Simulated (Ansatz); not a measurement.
The first iterations of a band of CH$_{9}$GaN$_{2}$Si (14 atoms, charge 0, multiplicity 1).

Computed with RHF/def2-SVP (Ansatz 0.2.0).

```
movable images  : 5
climbing image  : yes
spring          : 5.0 eV/Å²
optimiser       : quadratic models (default)
start path      : through a guess of the saddle point
force threshold : 0.05 eV/Å
iteration limit : 60
end points      : relaxed
```

Image 0:

```xyz
14
Properties=species:S:1:pos:R:3
C -1.463 1.049 0.509
N -0.186 0.375 0.485
Si 0.663 -0.218 1.858
Ga 0.014 -2.325 -3.173
N 0.928 -0.797 -2.584
H -1.588 1.592 1.449
H -1.532 1.787 -0.294
H -2.318 0.370 0.411
H 0.061 0.002 -0.413
H 1.996 -0.677 1.399
H 0.816 0.856 2.871
H 0.011 -1.360 2.559
H 1.821 -0.816 -2.120
H 0.765 0.134 -2.929
```

Image 6:

```xyz
14
Properties=species:S:1:pos:R:3
C -1.326 1.252 0.331
N 0.040 0.849 0.597
Si 0.394 -0.718 1.368
Ga -0.071 -2.646 -0.361
N 0.866 -0.958 -1.844
H -1.900 1.498 1.233
H -1.358 2.125 -0.327
H -1.865 0.448 -0.178
H 0.573 1.617 0.964
H 1.862 -0.617 1.659
H -0.253 -0.781 2.722
H 1.851 -1.103 -2.001
H 0.749 -0.062 -1.388
H 0.423 -0.932 -2.747
```

| iteration | highest image above the first end (eV) | largest band force component (eV/Å) |
| --- | --- | --- |
| 1 | 10.728 | 20.945 |
| 2 | 7.001 | 8.736 |
| 3 | 4.763 | 4.498 |
| 4 | 3.345 | 3.640 |
| 5 | 2.325 | 2.226 |
| 6 | 1.839 | 1.509 |
| 7 | 1.610 | 0.883 |
| 8 | 1.398 | 0.607 |
| 9 | 1.219 | 0.706 |
| 10 | 1.221 | 0.719 |
| 11 | 1.228 | 1.283 |
| 12 | 1.223 | 1.873 |
| 13 | 1.156 | 1.931 |
| 14 | 1.161 | 2.170 |

**Question.** Does the band converge within its limit, and where does its top end?

**Answer.** It converged. It ended after 44 iterations with the highest image 0.688 eV above the first end. The profile has 2 maxima (images 1, 5) with wells between them (image 2): this band takes more than one step, which may be the mechanism or a detour left from its start path. A vibrational analysis at the climbing image gives one clearly imaginary mode, 118i cm⁻¹, and a faint second one (37i cm⁻¹) that may be numerical noise or a soft torsion: probably a first-order saddle point. The orbitals stay closed-shell, which can raise the energy where a bond breaks towards radicals; this wasn't checked here.

Run time: 8 min on 2 threads of Arm Neoverse V2, with other jobs on the host, peak memory 0.38 GiB.
